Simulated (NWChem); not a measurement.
Program: NWChem. System: C₃H₃N₂, charge 0, spin multiplicity 2, at a geometry optimised with UB3LYP/def2-SVP. The structure started from a generated list of species. Its SCF solution wasn't tested for a lower state. Level: UBP86/def2-TZVP.

The NWChem input:

```
start mol
memory heap 200 mb stack 900 mb global 1100 mb
geometry units angstroms nocenter noautoz
  C     -0.518998     1.047723     0.000000
  N      0.753206     0.991839     0.000000
  C      1.073456    -0.360275     0.000000
  C     -0.083670    -1.103438     0.000000
  N     -1.117774    -0.171081     0.000000
  H      2.104582    -0.709579     0.000000
  H     -0.265717    -2.175862     0.000000
  H     -2.111612    -0.363925     0.000000
  symmetry group Cs
end
basis spherical
  * library def2-tzvp
end
dft
  xc becke88 perdew86
  odft
  mult 2
  semidirect memsize 60000000 filesize 0
  iterations 100
end
task dft energy
```

Part of the output:

```
             Northwest Computational Chemistry Package (NWChem) 7.3.0
             --------------------------------------------------------

                                NWChem Input Module
                                -------------------

 Scaling coordinates for geometry "geometry" by  1.889725989
 (inverse scale =  0.529177249)

 Turning off AUTOSYM since
 SYMMETRY directive was detected!

                             Geometry "geometry" -> ""
                             -------------------------

 Output coordinates in angstroms (scale by  1.889725989 to convert to a.u.)

  No.       Tag          Charge          X              Y              Z
 ---- ---------------- ---------- -------------- -------------- --------------
    1 C                    6.0000    -0.51899800     1.04772300     0.00000000
    2 N                    7.0000     0.75320600     0.99183900     0.00000000
    3 C                    6.0000     1.07345600    -0.36027500     0.00000000
    4 C                    6.0000    -0.08367000    -1.10343800     0.00000000
    5 N                    7.0000    -1.11777400    -0.17108100     0.00000000
    6 H                    1.0000     2.10458200    -0.70957900     0.00000000
    7 H                    1.0000    -0.26571700    -2.17586200     0.00000000
    8 H                    1.0000    -2.11161200    -0.36392500     0.00000000

 Effective nuclear repulsion energy (a.u.)     154.6161882478

            Nuclear Dipole moment (a.u.)
            ----------------------------
        X                 Y               Z
 ---------------- ---------------- ----------------
     0.0000094486     0.0000000000     0.0000000000

      Symmetry information
      --------------------

 Group name             Cs
 Group number              2
 Group order               2
 No. of unique centers     8

      Symmetry unique atoms

     1    2    3    4    5    6    7    8


 Summary of "ao basis" -> "" (spherical)
 ------------------------------------------------------------------------------
       Tag                 Description            Shells   Functions and Types
 ---------------- ------------------------------  ------  ---------------------
 *                         def2-tzvp                  on all atoms

  perdew86 is a nonlocal functional; adding perdew81 local functional.

                                 NWChem DFT Module
                                 -----------------

 Summary of "ao basis" -> "ao basis" (spherical)
 ------------------------------------------------------------------------------
       Tag                 Description            Shells   Functions and Types
 ---------------- ------------------------------  ------  ---------------------
 C                         def2-tzvp                11       31   5s3p2d1f
 N                         def2-tzvp                11       31   5s3p2d1f
 H                         def2-tzvp                 4        6   3s1p

 Summary of "ao basis" -> "ao basis" (spherical)
 ------------------------------------------------------------------------------
       Tag                 Description            Shells   Functions and Types
 ---------------- ------------------------------  ------  ---------------------
 C                         def2-tzvp                11       31   5s3p2d1f
 N                         def2-tzvp                11       31   5s3p2d1f
 H                         def2-tzvp                 4        6   3s1p

      Symmetry analysis of basis
      --------------------------

        a'        120
        a"         53

            General Information
            -------------------
          SCF calculation type: DFT
          Wavefunction type:  spin polarized.
          No. of atoms     :     8
          No. of electrons :    35
           Alpha electrons :    18
            Beta electrons :    17
          Charge           :     0
          Spin multiplicity:     2
          Use of symmetry is: on ; symmetry adaption is: on
          Maximum number of iterations: 100
          AO basis - number of functions:   173
                     number of shells:    67
          Convergence on energy requested:  1.00D-06
          Convergence on density requested:  1.00D-05
          Convergence on gradient requested:  5.00D-04

              XC Information
              --------------
                    Becke 1988 Exchange Functional  1.000
                Perdew 1981 Correlation Functional  1.000 local
                Perdew 1986 Correlation Functional  1.000 non-local

             Grid Information
             ----------------
          Grid used for XC integration:  medium
          Radial quadrature: Mura-Knowles
          Angular quadrature: Lebedev.
          Tag              B.-S. Rad. Rad. Pts. Rad. Cut. Ang. Pts.
          ---              ---------- --------- --------- ---------
          C                   0.70       49          10.0       434
          N                   0.65       49          10.0       434
          H                   0.35       45          11.0       434
          Grid pruning is: on
          Number of quadrature shells:   380
          Spatial weights used:  Erf1

          Convergence Information
          -----------------------
          Convergence aids based upon iterative change in
          total energy or number of iterations.
          Levelshifting, if invoked, occurs when the
          HOMO/LUMO gap drops below (HL_TOL):  1.00D-02
          DIIS, if invoked, will attempt to extrapolate
          using up to (NFOCK): 10 stored Fock matrices.

                    Damping( 0%)  Levelshifting(0.5)       DIIS
[...]
    11     -0.242092  1 C  pz                 8     -0.225510  1 C  pz

 Vector   21  Occ=0.000000D+00  E= 8.644448D-03  Symmetry=a'
              MO Center= -2.2D+00, -6.2D-01,  2.7D-16, r^2= 3.7D+00
   Bfn.  Coefficient  Atom+Function         Bfn.  Coefficient  Atom+Function
  ----- ------------  ---------------      ----- ------------  ---------------
   170      1.765700  8 H  s                129     -1.323853  5 N  s
   136      0.683435  5 N  px               164      0.630376  7 H  s
    98     -0.504290  4 C  s                 67      0.319212  3 C  s
    36     -0.287525  2 N  s                105     -0.268192  4 C  px
   158      0.241550  6 H  s                106      0.234701  4 C  py

                     DFT Final Beta Molecular Orbital Analysis
                     -----------------------------------------

 Vector   15  Occ=1.000000D+00  E=-2.693842D-01  Symmetry=a"
              MO Center=  6.1D-03,  3.0D-01,  3.5D-15, r^2= 2.1D+00
   Bfn.  Coefficient  Atom+Function         Bfn.  Coefficient  Atom+Function
  ----- ------------  ---------------      ----- ------------  ---------------
    39      0.298521  2 N  pz               132     -0.291891  5 N  pz
    42      0.252917  2 N  pz               135     -0.253235  5 N  pz
   138     -0.205842  5 N  pz                45      0.156405  2 N  pz
    70      0.152961  3 C  pz                73      0.129861  3 C  pz
    76      0.089252  3 C  pz               101     -0.087203  4 C  pz

 Vector   16  Occ=1.000000D+00  E=-2.597468D-01  Symmetry=a'
              MO Center=  6.4D-01,  9.0D-01, -1.1D-14, r^2= 1.8D+00
   Bfn.  Coefficient  Atom+Function         Bfn.  Coefficient  Atom+Function
  ----- ------------  ---------------      ----- ------------  ---------------
    37      0.270913  2 N  px                38      0.249524  2 N  py
    35      0.205234  2 N  s                 40      0.200823  2 N  px
    41      0.200922  2 N  py                 6     -0.172796  1 C  px
    44      0.160782  2 N  py                43      0.145368  2 N  px
     9     -0.117892  1 C  px                 7      0.112870  1 C  py

 Vector   17  Occ=1.000000D+00  E=-2.157650D-01  Symmetry=a"
              MO Center=  1.7D-01, -2.9D-01,  1.2D-14, r^2= 2.3D+00
   Bfn.  Coefficient  Atom+Function         Bfn.  Coefficient  Atom+Function
  ----- ------------  ---------------      ----- ------------  ---------------
   101      0.276397  4 C  pz                70      0.246402  3 C  pz
   104      0.247136  4 C  pz                 8     -0.229211  1 C  pz
    73      0.219978  3 C  pz                11     -0.190300  1 C  pz
   107      0.184307  4 C  pz                76      0.135123  3 C  pz
    14     -0.130351  1 C  pz               132     -0.102485  5 N  pz

 Vector   18  Occ=0.000000D+00  E=-1.570205D-01  Symmetry=a'
              MO Center= -4.8D-01,  1.2D+00, -2.6D-15, r^2= 1.9D+00
   Bfn.  Coefficient  Atom+Function         Bfn.  Coefficient  Atom+Function
  ----- ------------  ---------------      ----- ------------  ---------------
     5      0.380773  1 C  s                  4      0.296290  1 C  s
     7      0.274221  1 C  py               129     -0.272786  5 N  s
    10      0.204619  1 C  py                36     -0.176061  2 N  s
    12     -0.168297  1 C  px                35     -0.162549  2 N  s
     3      0.161609  1 C  s                  6     -0.157900  1 C  px

 Vector   19  Occ=0.000000D+00  E=-1.440298D-02  Symmetry=a"
              MO Center=  3.7D-02, -4.3D-01,  2.6D-15, r^2= 2.8D+00
   Bfn.  Coefficient  Atom+Function         Bfn.  Coefficient  Atom+Function
  ----- ------------  ---------------      ----- ------------  ---------------
   107      0.586736  4 C  pz                76     -0.476458  3 C  pz
   138     -0.406781  5 N  pz               101      0.301322  4 C  pz
   104      0.286765  4 C  pz                14      0.263807  1 C  pz
    70     -0.253743  3 C  pz               132     -0.241752  5 N  pz
    73     -0.231573  3 C  pz                11      0.205153  1 C  pz

 Vector   20  Occ=0.000000D+00  E= 9.603839D-03  Symmetry=a'
              MO Center= -2.2D+00, -6.5D-01, -2.2D-15, r^2= 3.7D+00
   Bfn.  Coefficient  Atom+Function         Bfn.  Coefficient  Atom+Function
  ----- ------------  ---------------      ----- ------------  ---------------
   170      1.783652  8 H  s                129     -1.300947  5 N  s
   136      0.681531  5 N  px               164      0.662231  7 H  s
    98     -0.483959  4 C  s                 36     -0.292755  2 N  s
    67      0.264112  3 C  s                106      0.260006  4 C  py
   105     -0.256266  4 C  px               158      0.236300  6 H  s

   alpha - beta orbital overlaps
   -----------------------------

   alpha      1      2      3      4      5      6      7      8      9     10
    beta      1      2      3      4      5      6      7      8      9     10
 overlap   1.000  1.000  1.000  1.000  1.000  1.000  1.000  0.998  0.997  0.998

   alpha     11     12     13     14     15     16     17     18     19     20
    beta     11     12     13     14     16     15     18     17     19     21
 overlap   0.993  0.999  0.999  0.997  0.926  1.000  0.923  0.998  0.958  0.958

   alpha     21     22     23     24     25     26     27     28     29     30
    beta     20     22     23     24     25     26     27     28     29     30
 overlap   0.999  0.999  0.999  0.997  0.997  0.955  0.896  0.997  0.875  0.971

   alpha     31     32     33     34     35     36     37     38     39     40
    beta     31     32     34     33     35     36     37     38     39     40
 overlap   0.996  0.990  0.985  1.000  0.995  0.996  0.997  0.989  1.000  0.951

   alpha     41     42     43     44     45     46     47     48     49     50
    beta     41     42     43     44     45     46     47     48     49     50
 overlap   0.959  0.997  0.999  0.986  0.994  0.999  0.995  0.970  0.966  0.997

   alpha     51     52     53     54     55     56     57     58     59     60
    beta     51     52     53     54     56     55     57     58     59     60
 overlap   0.999  0.999  0.999  1.000  0.997  0.989  0.999  0.969  0.958  0.990

   alpha     61     62     63     64     65     66     67     68     69     70
    beta     61     62     63     64     65     66     67     68     69     70
 overlap   0.989  1.000  0.903  0.873  0.924  0.996  0.994  0.788  0.989  0.803

   alpha     71     72     73     74     75     76     77     78     79     80
    beta     71     72     73     74     75     76     77     78     79     80
 overlap   0.985  0.978  0.966  0.975  0.998  0.982  0.995  0.999  0.999  0.999

   alpha     81     82     83     84     85     86     87     88     89     90
    beta     81     82     83     84     85     86     87     88     89     90
 overlap   0.999  0.999  0.999  1.000  1.000  0.999  1.000  0.998  0.999  1.000

   alpha     91     92     93     94     95     96     97     98     99    100
    beta     91     92     93     94     95     96     97     98     99    100
 overlap   1.000  1.000  0.999  0.999  1.000  1.000  0.999  0.999  0.999  0.780

   alpha    101    102    103    104    105    106    107    108    109    110
    beta    101    102    103    104    105    106    107    108    109    110
 overlap   0.780  0.998  0.999  0.997  0.999  0.999  0.950  0.916  0.964  0.999

   alpha    111    112    113    114    115    116    117    118    119    120
    beta    111    112    113    114    116    115    117    118    119    120
 overlap   0.984  0.817  0.819  0.995  0.993  0.999  1.000  0.996  0.988  0.998

   alpha    121    122    123    124    125    126    127    128    129    130
    beta    121    122    123    124    125    126    127    128    129    130
 overlap   0.962  0.988  0.964  0.984  0.995  0.993  0.996  0.995  0.998  0.976

   alpha    131    132    133    134    135    136    137    138    139    140
    beta    131    132    133    134    135    136    137    138    139    140
 overlap   0.969  0.972  0.926  0.910  0.979  0.996  0.999  1.000  1.000  0.999

   alpha    141    142    143    144    145    146    147    148    149    150
    beta    141    142    143    144    145    146    147    148    149    150
 overlap   1.000  1.000  0.999  0.999  0.991  0.991  1.000  0.999  0.999  1.000

   alpha    151    152    153    154    155    156    157    158    159    160
    beta    151    152    153    154    155    156    157    158    159    160
 overlap   0.999  0.999  1.000  0.999  1.000  1.000  0.997  0.998  0.999  0.997

   alpha    161    162    163    164    165    166    167    168    169    170
    beta    161    162    163    164    165    166    167    168    169    170
 overlap   0.997  0.999  1.000  0.999  1.000  1.000  0.998  0.998  1.000  1.000

   alpha    171    172    173
    beta    171    172    173
 overlap   1.000  1.000  1.000

     --------------------------
     Expectation value of S2:
     --------------------------
      <S2> =      0.7554 (Exact =     0.7500)

 center of mass
 --------------
 x =   0.00759795 y =   0.09096165 z =   0.00000000

 moments of inertia (a.u.)
 ------------------
         174.209004868410         -10.427151200016           0.000000000000
         -10.427151200016         184.308745709179           0.000000000000
           0.000000000000           0.000000000000         358.517750577588

     Multipole analysis of the density
     ---------------------------------

     L   x y z        total         alpha         beta         nuclear
     -   - - -        -----         -----         ----         -------
     0   0 0 0      0.000000    -18.000000    -17.000000     35.000000

     1   1 0 0     -0.912264      0.036096     -0.948370      0.000009
     1   0 1 0     -1.048440     -1.726175      0.677735      0.000000
     1   0 0 1     -0.000000     -0.000000     -0.000000      0.000000

     2   2 0 0    -17.407553    -64.347308    -61.077607    108.017362
     2   1 1 0     -0.518287     -1.239712     -4.250220      4.971645
     2   1 0 1      0.000000      0.000000      0.000000      0.000000
     2   0 2 0    -22.097094    -63.308554    -55.678636     96.890096
     2   0 1 1      0.000000      0.000000      0.000000      0.000000
     2   0 0 2    -23.110584    -11.909528    -11.201057      0.000000

 Task  times  cpu:       57.7s     wall:       57.7s

 Total times  cpu:       57.7s     wall:       57.7s
```
